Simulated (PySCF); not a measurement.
Calculated NMR data

[PySCF: B3LYP/pcJ-1 coupling constants; GFN2-xTB structure; PBE0/pcSseg-1 with gauge-including orbitals; relativity neglected; a single conformation; no solvent; rapidly exchanging positions averaged]

References, each an isolated molecule treated in the same way: TMS for 1H (σref 31.72) and 13C (σref 186.93). Multiplet labels drop J under 1 Hz and among equivalent protons, and merge close values. Unscaled 3J(H,H) run several per cent high. Splittings of carbon signals by F and P are missing where no couplings were computed. Where no couplings were computed, multiplicities follow the n + 1 count of equivalent neighbours, and m marks all less simple cases (inequivalent or close neighbours, rings, F or P nearby). Shifts are as computed. Against solution values, carbons near 30 ppm lie about +3 ppm off and those near 130 ppm about +5 ppm. Of 1211 compounds with measured shifts, 218 miss one by over three times the rms of a fit or turn the order of signals round; such compounds aren't used in these exercises. OH and NH positions are gas-phase values without hydrogen bonding to other molecules.

**1.** SMILES C(C)#CC#N, C₄H₃N. 1H NMR (600 MHz, computed): δ 2.20 (s, 3H). 13C{1H} NMR (computed): δ 111.6 (C), 86.7 (C), 63.0 (C), 4.7 (CH3).

**2.** `CC(=PC#CC)C`, C₆H₉P. 1H NMR (600 MHz, computed): δ 2.76 (m, 3H), 2.37 (m, 3H), 2.32 (s, 3H). 13C{1H} NMR (computed): δ 224.4 (C), 121.7 (C), 88.3 (C), 32.5 (CH3), 30.4 (CH3), 6.8 (CH3).

**3.** `CC(=O)O[SiH2]O`, C₂H₆O₃Si. 1H NMR (600 MHz, computed): δ 5.26 (s, 2H), 4.56 (br s, 1H), 2.17 (s, 3H). 13C{1H} NMR (computed): δ 179.6, 25.7.
